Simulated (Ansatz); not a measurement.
CH$_{5}$AlClN (`[NH2][AlH][CH2]Cl`), relaxed with RKS PBE-D4/def2-SVP in Ansatz from a rough embedded geometry. The force threshold is 0.03 eV/Å; the program also tests the step.

The species carries charge 0 and has multiplicity 1.

Start:

```xyz
9

N     0.375   -1.595    1.144
Al   -0.271   -0.685   -0.331
C    -0.046    1.302   -0.460
Cl   -0.837    1.795   -2.043
H    -0.020   -1.171    2.020
H     1.441   -1.394    1.255
H    -1.023   -1.523   -1.505
H    -0.589    1.735    0.361
H     0.970    1.537   -0.440
```

Task: How much energy does the relaxation release, and in how many steps? (Estimate.)

Result: Ansatz gave: 0.84 eV, in 19 steps.

Task: Which bonds change most? (Best estimate.)

Result: Ansatz gave: N1–H6 from 1.090 to 1.023 Å; N1–Al2 from 1.850 to 1.784 Å; C3–H9 from 1.043 to 1.107 Å; Al2–H7 from 1.627 to 1.591 Å.

Task: Give the relaxed structure. (Estimate.)

Result: Ansatz gave: 
```xyz
9

N     0.149   -1.350    1.190
Al    0.213   -0.576   -0.417
C     0.090    1.393   -0.526
Cl   -1.695    1.304   -1.020
H     0.089   -0.862    2.086
H     0.062   -2.357    1.341
H     0.346   -1.480   -1.719
H     0.132    1.994    0.403
H     0.615    1.933   -1.337
```
